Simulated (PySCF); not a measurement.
C₂H₄I, SMILES C[CH]I, multiplicity 2.

Coordinates come from a PBE0-D3(BJ)/def2-SVP optimisation. The isomer is the one that the SMILES or the coordinates give; other isomers of the formula were not compared. The def2 effective core potentials stand for the cores of I; spin–orbit coupling is left out.

Computed with CAM-B3LYP/def2-TZVPD in PySCF.

Gas-phase values at a fixed geometry.

Q: Estimate the frontier levels, dipole moment and polarisability. (The exact figures need the calculation; the answer reports its results.)

A: 
α spin, highest occupied and lowest empty level: -7.15 and 0.17 eV
β spin, highest occupied and lowest empty level: -8.76 and -0.73 eV
dipole moment: 1.40 D
quadrupole, principal values (traceless, Buckingham form, about the centre of nuclear charge): -3.76, -1.21, 4.97 D·Å
mean static polarisability: 61.8 bohr³ (9.16 Å³)
polarisability, principal values: 51.1, 55.3, 79.0 bohr³
⟨S²⟩: 0.757 (pure state 0.75)
